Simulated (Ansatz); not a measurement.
One change: `[CH3][In]([OH])[Cl]` becomes `[CH3][In]([OH])[GaH2]`.

Ansatz, PBE0-D4/def2-TZVP geometries, multiplicity 1. Each molecule was computed in one conformer, which needn't be the lowest.

Elements past krypton have def2 core potentials. Scalar relativity is left out up to krypton.

```json
{"property": "HOMO–LUMO gap (B3LYP/def2-TZVPP) / eV", "`[CH3][In]([OH])[Cl]`": "6.33"}
{"property": "HOMO energy (ωB97M-V/def2-TZVPP) / eV", "`[CH3][In]([OH])[Cl]`": "-10.43"}
{"property": "size of the dipole moment (PBE/def2-TZVPP) / D", "`[CH3][In]([OH])[Cl]`": "4.38"}
{"property": "HOMO–LUMO gap (ωB97M-V/def2-TZVPP) / eV", "`[CH3][In]([OH])[Cl]`": "10.83"}
{"property": "HOMO energy (PBE/def2-TZVPP) / eV", "`[CH3][In]([OH])[Cl]`": "-6.87"}
{"property": "size of the dipole moment (ωB97M-V/def2-TZVPP) / D", "`[CH3][In]([OH])[Cl]`": "4.53"}
```

Task: Give the same properties after the change, and the shifts. (An estimate is asked.)

Result: Ansatz gave: 
```json
{"property": "HOMO–LUMO gap (B3LYP/def2-TZVPP) / eV", "`[CH3][In]([OH])[GaH2]`": "4.05", "shift": "-2.28"}
{"property": "HOMO energy (ωB97M-V/def2-TZVPP) / eV", "`[CH3][In]([OH])[GaH2]`": "-8.78", "shift": "1.65"}
{"property": "size of the dipole moment (PBE/def2-TZVPP) / D", "`[CH3][In]([OH])[GaH2]`": "1.60", "shift": "-2.78"}
{"property": "HOMO–LUMO gap (ωB97M-V/def2-TZVPP) / eV", "`[CH3][In]([OH])[GaH2]`": "8.10", "shift": "-2.73"}
{"property": "HOMO energy (PBE/def2-TZVPP) / eV", "`[CH3][In]([OH])[GaH2]`": "-5.77", "shift": "1.10"}
{"property": "size of the dipole moment (ωB97M-V/def2-TZVPP) / D", "`[CH3][In]([OH])[GaH2]`": "1.96", "shift": "-2.57"}
```

With PBE0 the HOMO rises by 1.41 eV and the LUMO falls by 1.02 eV, so the gap narrows by about 2.43 eV. PBE moves the HOMO by 1.10 eV and ωB97M-V by 1.65 eV. Dipoles are sizes alone; their direction can turn.

B3LYP here is the variant with VWN-RPA as its local correlation; programs differ in this.
